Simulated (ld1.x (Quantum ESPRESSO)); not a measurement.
**Configuration tests for mercury (ultrasoft)**

| Property | Result |
| --- | --- |
| Element | Hg (Z = 80) |
| Generator | ld1.x (Quantum ESPRESSO) 7.5 |
| Type | ultrasoft |
| Functional | LDA (PZ) |
| Relativity | scalar-relativistic |
| Frozen core | [Xe] 4f14 5d10 |
| Valence charge | 2 |
| Reference configuration | 6s1 6p0 (charge +1) |
| Partial waves | 6s (bound): rcut 2.05, rcutus 2.30 bohr; 6s channel at -0.7 Ry: rcut 2.05, rcutus 2.30 bohr; 6p (bound, empty): rcut 2.70, rcutus 2.90 bohr; 6p channel at 0.1 Ry: rcut 2.70, rcutus 2.90 bohr; 6d channel at -0.05 Ry: rcut 2.65, rcutus 3.30 bohr |
| Local potential | all-electron potential smoothed inside 2.05 bohr (lloc = -2) |
| Core correction | a·sin(br)/r model core inside 1.95 bohr |
| Augmentation charge | PSQ, inside the norm-conserving radii |

Energies are relative to the spin-unpolarised reference configuration 6s1 6p0; without spin polarisation the order of configurations can differ from experiment. Spin-polarised rows fill each open shell by Hund’s rule, majority spin first.

```
   valence configuration  charge  ΔE all-electron (eV)  error AE − PS (meV)
                 6s2 6p0       0               -11.048                 -209
               6s1.5 6p0    +0.5                -6.522                  -58
                 6s1 6p1       0                -4.885                  -44
                 6s0 6p1      +1                 7.539                  -52
                 6s0 6p2       0                 1.753                 -6.4
6s1 6p0 (spin-polarised)      +1                -0.161                 -1.7
```

**Question.** What are ΔE and the potential's error for 6s1.5 6p0 (spin-polarised)?

**Answer.** ΔE = -6.558 eV all-electron; the error (AE − PS) is -58 meV.

Levels in the configuration 6s1 6p1:

```csv
level,all-electron (eV),pseudo (eV)
6s,-8.692,-8.542
6p,-2.283,-2.231
```
